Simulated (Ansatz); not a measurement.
The same path of H₅NOSi₂ (9 atoms, charge 0, multiplicity 1) was run 3 times with different band settings. The coordinate that changes most is the height of Si4 over the plane of its neighbours.

These are results of Ansatz, RKS B3LYP-D4/def2-SVP, not measurements.

Relaxed end points:

```xyz
9
Properties=species:S:1:pos:R:3
N 0.005 1.462 -0.431
Si 0.042 -0.084 0.292
O 0.142 0.116 1.932
Si 0.549 -2.029 -0.797
H 0.072 2.360 0.040
H -0.087 1.561 -1.438
H 0.118 0.992 2.338
H -0.485 -2.806 0.006
H -0.355 -1.571 -1.942
```

```xyz
9
Properties=species:S:1:pos:R:3
N 0.273 1.433 -0.447
Si -0.040 -0.074 0.295
O 0.049 0.126 1.935
Si -1.048 -1.854 -0.729
H 0.453 2.316 0.020
H 0.301 1.519 -1.459
H 0.312 0.964 2.333
H -0.140 -2.838 -0.003
H -0.160 -1.591 -1.946
```

Common settings: spring 5.0 eV/Å²; optimiser quadratic models (default); start path IDPP; force threshold 0.03 eV/Å; iteration limit 60.

| run | movable images | climbing image | end points |
| --- | --- | --- | --- |
| 1 | 5 | yes | relaxed |
| 2 | 5 | yes | as typed, not relaxed |
| 3 | 3 | no | relaxed |

(1) What does each run give, and how far can it be trusted?

## Answers

(1) Run 1: converged after 8 iterations, highest image 0.597 eV above the first end. A vibrational analysis at the climbing image gives 3 clearly imaginary modes (461i, 336i, 95i cm⁻¹): a point of higher order, so a lower path passes nearby.
Run 2: not converged after 60 iterations, highest image 1.415 eV above the first end. The band didn't meet its force threshold, so its energies are provisional: the largest band force was still 0.14 eV/Å, and over the last iterations the top stayed at 1.41 eV. Neighbouring images lie up to 2.7 Å apart, so the band is torn or far too coarse. The end points aren't both relaxed to the band's threshold either. Inner images lie below an end point, which means an intermediate or an end that isn't the lowest structure nearby.
Run 3: converged after 6 iterations, highest image 0.597 eV above the first end. No image climbed, so the highest image needn't sit at the top of the path. So few images can step over the top or miss a turn of the path.
